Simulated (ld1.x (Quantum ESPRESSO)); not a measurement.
Pseudopotential generation for Pr (Z = 59): PAW, revPBE, fully relativistic.

| Item | Value |
| --- | --- |
| Element | praseodymium (Pr) |
| Generator | ld1.x (Quantum ESPRESSO) 7.5 |
| Type | PAW |
| Functional | revPBE |
| Relativity | fully relativistic |
| Frozen core | [Kr] 4d10 |
| Valence charge | 13 |
| Reference configuration | 4f3 5s2 5p6 5d0 6s2 6p0 |
| Partial waves | 5s (bound): rcut 2.45, rcutus 2.95 bohr; 6s (bound): rcut 2.45, rcutus 2.95 bohr; 5p (bound): rcut 2.60, rcutus 3.55 bohr; 6p (bound, empty): rcut 2.60, rcutus 3.55 bohr; 5d (bound, empty): rcut 1.90, rcutus 2.60 bohr; 5d channel at 1.8 Ry: rcut 1.90, rcutus 2.60 bohr; 4f (bound): rcut 1.35, rcutus 1.65 bohr; 4f channel at 2.7 Ry: rcut 1.35, rcutus 1.65 bohr |
| Local potential | all-electron potential smoothed inside 1.60 bohr (lloc = -1) |
| Core correction | Bessel-smoothed model core inside 1.38 bohr |
| Augmentation charge | BESSEL, radius 1.10 bohr |

Open shells are filled in proportion to 2j + 1 (rel_dist='average').

All-electron outer shells of the reference configuration (revPBE, scalar-relativistic, ld1.x):

```csv
shell,level (eV),outermost node (bohr),outermost maximum (bohr)
4p,-215.27,0.32,0.60
4d,-110.51,0.30,0.64
5s,-39.03,0.74,1.35
5p,-21.48,0.79,1.53
6s,-3.42,1.81,3.90
5d,-1.98,0.91,2.25
6p,-1.24,2.18,5.07
4f,-1.23,–,0.69
```

Calculated quality:

| Item | Value |
| --- | --- |
| Configuration tests | test run stopped at test 2 of 7 (negative rho) |

The ghost test of this file was not conclusive.

Generation and tests took about 5.3 s on one core of a shared server CPU.
